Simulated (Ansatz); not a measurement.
Cd(I)(GeH3) (CdGeH3I), SMILES [GeH3][Cd][I].

Coordinates come from a r2SCAN-D4/def2-SVP optimisation. The structure was generated by enumeration; whether it is a known compound was not checked. The def2 effective core potentials stand for the cores of Cd, I; spin–orbit coupling is left out.

Two levels are set side by side: PBE/def2-SVPD (Ansatz, a first-principles code) and PBE0/def2-SVPD (Ansatz). Energy differences of separate SCF runs at the same geometry; the states with an electron removed or added have multiplicity 2 and 2. Differences are taken from unrounded values.

| quantity | PBE0 |
|---|---|
| vertical ionisation energy (eV) | 9.38 |
| vertical singlet–triplet gap (eV) | 4.59 |

Problem. What does PBE give, and how far is it from PBE0? (The exact figures need the calculation; the answer reports its results.)

Solution. 
| quantity | PBE | PBE minus PBE0 |
|---|---|---|
| vertical ionisation energy (eV) | 9.15 | -0.23 |
| vertical singlet–triplet gap (eV) | 4.27 | -0.32 |
